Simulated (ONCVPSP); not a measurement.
PBE ONCV dataset for strontium (Sr), fully relativistic all-electron reference.

Input for ONCVPSP 4.0.1:

```
# ATOM AND REFERENCE CONFIGURATION
# atsym  z   nc   nv     iexc    psfile
  Sr 38.00    6    2        4      upf
#
#   n    l    f
    1    0    2.00
    2    0    2.00
    2    1    6.00
    3    0    2.00
    3    1    6.00
    3    2   10.00
    4    0    2.00
    4    1    6.00
#
# PSEUDOPOTENTIAL AND OPTIMIZATION
# lmax
    2
#
#   l,   rc,      ep,       ncon, nbas, qcut
    0    1.45    0.00    4    7    4.60
    1    1.50    0.00    4    8    6.20
    2    1.30    0.22    4    8    7.30
#
# LOCAL POTENTIAL
# lloc, lpopt,  rc(5),   dvloc0
    4    5    1.25   -1.00
#
# VANDERBILT-KLEINMAN-BYLANDER PROJECTORs
# l, nproj, debl
    0    1    3.10
    1    1    2.80
    2    1    3.30
#
# MODEL CORE CHARGE
# icmod, fcfact, rcfact
    0    0.00    0.00
#
# LOG DERIVATIVE ANALYSIS
# epsh1, epsh2, depsh
   -4.00    5.00    0.02
#
# OUTPUT GRID
# rlmax, drl
    6.00    0.01
#
# TEST CONFIGURATIONS
# ncnf
    4
# nvcnf
#   n    l    f
    3
    4    0    2.00
    4    1    6.00
    5    0    2.00
#
    3
    4    0    2.00
    4    1    6.00
    5    0    1.00
#
    3
    4    0    2.00
    4    1    6.00
    5    0    1.50
#
    3
    4    0    2.00
    4    1    6.00
    4    2    1.00
#
```

Command:

```bash
oncvpspr.x < Sr.dat > Sr.out
```

Resulting log (shortened: citation, most of the input echo, consistency checks and plot data are left out):

```
ONCVPSP  (Optimized Norm-Conservinng Vanderbilt PSeudopotential)
relativistic version 4.0.1

#   n    l    f        energy (Ha)
    1    0    2.00    -5.8597196D+02
    2    0    2.00    -7.9778989D+01
    2    1    6.00    -7.0134042D+01    -7.2648025D+01
    3    0    2.00    -1.2776647D+01
    3    1    6.00    -9.8017898D+00    -1.0187244D+01
    3    2   10.00    -5.1911773D+00    -5.2584523D+00
    4    0    2.00    -2.0104090D+00
    4    1    6.00    -1.3276955D+00    -1.3711490D+00

Reference configufation results
  iterations    21
  all-electron total energy (Ha)   -3.17917688D+03

Begin loop to  construct optimized pseudo wave functions
and semi-local pseudopoentials for all angular momenta

Calculating optimized projector #   1

 for l=   0

    Fraction of norm inside rc  0.624814
    Optimizing pswf for qcut=   4.59 a_B^-1,  ecut=  10.52 Ha
    Residual kinetic energy error=  1.74D-02 Ha

    Energy error per electron        Cutoff
         Ha          eV             Ha
         0.01000     0.27211       12.40
         0.00100     0.02721       49.76
         0.00010     0.00272       60.32
         0.00001     0.00027       83.89

Calculating optimized projector #   1

 for l=   1

    Fraction of norm inside rc  0.509178
    Optimizing pswf for qcut=   6.21 a_B^-1,  ecut=  19.27 Ha
    Residual kinetic energy error=  4.25D-04 Ha

    Energy error per electron        Cutoff
         Ha          eV             Ha
         0.01000     0.27211       10.39
         0.00100     0.02721       17.15
         0.00010     0.00272       49.37
         0.00001     0.00027       88.71

Calculating optimized projector #   1

 for l=   1

    Fraction of norm inside rc  0.532239
    Optimizing pswf for qcut=   6.21 a_B^-1,  ecut=  19.27 Ha
    Residual kinetic energy error=  4.60D-04 Ha

    Energy error per electron        Cutoff
         Ha          eV             Ha
         0.01000     0.27211        9.35
         0.00100     0.02721       17.24
         0.00010     0.00272       52.06
         0.00001     0.00027       89.72

WARNING wellstate: moderately localized bound state found for n= 4 l=  2
WARNING scattering state with energy  0.05000000
WARNING will be used for the first projector

   Wellstate for l =  2  n =  5 kap= -3
     eigenvalue =   0.0500
     asymptotic potential =   0.5500
     half-point radius =  5.4078

Calculating optimized projector #   1

 for l=   2

    Fraction of norm inside rc  0.059581
    Optimizing pswf for qcut=   7.29 a_B^-1,  ecut=  26.61 Ha
    Residual kinetic energy error=  3.52D-04 Ha

    Energy error per electron        Cutoff
         Ha          eV             Ha
         0.01000     0.27211        8.73
         0.00100     0.02721       19.13
         0.00010     0.00272       83.97
         0.00001     0.00027      139.68

   Wellstate for l =  2  n =  4 kap=  2
     eigenvalue =   0.2200

Calculating optimized projector #   1

 for l=   2

    Fraction of norm inside rc  0.121122
    Optimizing pswf for qcut=   7.29 a_B^-1,  ecut=  26.61 Ha
    Residual kinetic energy error=  1.06D-03 Ha

    Energy error per electron        Cutoff
         Ha          eV             Ha
         0.01000     0.27211       11.59
         0.00100     0.02721       27.16
         0.00010     0.00272      126.79
         0.00001     0.00027      150.03

Construct Vanderbilt / Kleinmman-Bylander projectors

 Orthonormal scalar projector coefficients, l =  1
  4.6048E+00  4.8252E-04

 Orthonormal spin-orbit projector coefficients, l =  1
  8.6643E-02 -5.1289E-02

 Orthonormal scalar projector coefficients, l =  2
  1.9277E+00  1.0810E-02

 Orthonormal spin-orbit projector coefficients, l =  2
  1.4370E-01 -9.6677E-02

Pseudoatom total energy  -30.074886

Diagnostic tests using Vanderbilt-Kleinman-Bylander pseudopotentials
  relativistic with J = L +/- 1/2 projectors

   l  kap   rcore       rmatch      e in        delta e    norm test   slope test

   0  -1   1.4516669   1.4957427  -2.0104090  -0.0000140   0.9999965   1.0000180

   1  -2   1.5047171   1.5504036  -1.3276955  -0.0000131   0.9999987   1.0000405
   1   1   1.5047171   1.5504036  -1.3711490   0.0000023   1.0000012   0.9999986

   2  -3   1.3034769   1.3430533   0.0500000   0.0000406   1.0000056   1.0000056
   2   2   1.3034769   1.3430533  -0.4652631   0.0000509   1.0000071   1.0000071

Diagnostic tests using Vanderbilt-Kleinman-Bylander pseudopotentials
  relativistic with scalar and spin-orbit non-local projectors

   l  kap   rcore       rmatch      e in        delta e    norm test   slope test

   0  -1   1.4516669   1.4957427  -2.0104090  -0.0000140   0.9999965   1.0000180

   1  -2   1.5047171   1.5504036  -1.3276955  -0.0001178   0.9999915   0.9997170
   1   1   1.5047171   1.5504036  -1.3711490  -0.0001059   0.9999962   0.9997162

   2  -3   1.3034769   1.3430533   0.0500000   0.0000406   1.0000056   1.0000056
   2   2   1.3034769   1.3430533  -0.4652631   0.0000509   1.0000071   1.0000071

Ghost test for J = L + 1/2

 Testing for bound ghosts
   n   l    E NL Schr. Eq   E Basis Diag.   E Cutoff

   1   0       -2.010423       -2.010050     59.85

   2   1       -1.327709       -1.326231     97.86

   3   2       -0.488243       -0.401781    150.39

 Testing for highly-localized positive-energy ghosts
       l    <radius>/rc     E Basis Diag.   E Cutoff

       0        0.991775       -0.468821     59.85  WARNING - GHOST(+)

Ghost test for J = L - 1/2

 Testing for bound ghosts
   n   l    E NL Schr. Eq   E Basis Diag.   E Cutoff

   1   0       -2.010423       -2.010050     59.85

   2   1       -1.371147       -1.369935     97.86

   3   2       -0.490203       -0.405311    150.39

 Testing for highly-localized positive-energy ghosts
       l    <radius>/rc     E Basis Diag.   E Cutoff

       0        0.991775       -0.468821     59.85  WARNING - GHOST(+)

Test configuration 0

   n   l kap    f        eae           eps        diff
   1   0  -1  2.0000 -585.97195857
   2   0  -1  2.0000  -79.77898863
   2   1  -2  4.0000  -70.13404212
   2   1   1  2.0000  -72.64802455
   3   0  -1  2.0000  -12.77664744
   3   1  -2  4.0000   -9.80178976
   3   1   1  2.0000  -10.18724402
   3   2  -3  6.0000   -5.19117725
   3   2   2  4.0000   -5.25845232
   4   0  -1  2.0000   -2.01040903   -2.01042304   -1.40E-05
   4   1  -2  4.0000   -1.32769552   -1.32770867   -1.31E-05
   4   1   1  2.0000   -1.37114901   -1.37114666    2.35E-06

    Total energies and differences
      AE_ref= -3.17917688E+03  AE_tst= -3.17917688E+03  dif=  0.00E+00
      PS_ref= -3.00748859E+01  PS_tst= -3.00748859E+01  dif= -1.78E-14
      PSP excitation error=  1.78E-14

Test configuration 1

psatom_r: WARNING lschvkbb convergence error n,l,kap,iter=   2   0  -1

ea(ii),et,emin,emax -4.995555E-01 -5.495110E-01 -5.495110E-01 -5.495110E-01
run_config_r: WARNING for fully non-local PS atom,
 WARNING no output for configuration 2

Test configuration 2

psatom_r: WARNING lschvkbb convergence error n,l,kap,iter=   2   0  -1

ea(ii),et,emin,emax -4.995555E-01 -5.495110E-01 -5.495110E-01 -5.495110E-01
run_config_r: WARNING for fully non-local PS atom,
 WARNING no output for configuration 3

Test configuration 3

psatom_r: WARNING lschvkbb convergence error n,l,kap,iter=   2   0  -1

ea(ii),et,emin,emax -4.995555E-01 -5.495110E-01 -5.495110E-01 -5.495110E-01
run_config_r: WARNING for fully non-local PS atom,
 WARNING no output for configuration 4

Test configuration 4

   n   l kap    f        eae           eps        diff
   1   0  -1  2.0000 -585.61684325
   2   0  -1  2.0000  -79.41827635
   2   1  -2  4.0000  -69.77376961
   2   1   1  2.0000  -72.28784998
   3   0  -1  2.0000  -12.41775910
   3   1  -2  4.0000   -9.44291562
   3   1   1  2.0000   -9.82832758
   3   2  -3  6.0000   -4.83184849
   3   2   2  4.0000   -4.89910750
   4   0  -1  2.0000   -1.65958871   -1.65981261   -2.24E-04
   4   1  -2  4.0000   -0.98580060   -0.98582186   -2.13E-05
   4   1   1  2.0000   -1.02786900   -1.02790762   -3.86E-05
   4   2  -3  0.6000   -0.20379053   -0.20457071   -7.80E-04
   4   2   2  0.4000   -0.20583277   -0.20567912    1.54E-04

    Total energies and differences
      AE_ref= -3.17917688E+03  AE_tst= -3.17951647E+03  dif= -3.40E-01
      PS_ref= -3.00748859E+01  PS_tst= -3.04150490E+01  dif= -3.40E-01
      PSP excitation error=  5.69E-04
```

Note: ghosts flagged at negative energy: s at -12.8 eV; no localised positive-energy state flagged. A true bound ghost makes a file unfit for plane-wave use.

The run took about 4.3 s on one core of a shared server CPU.
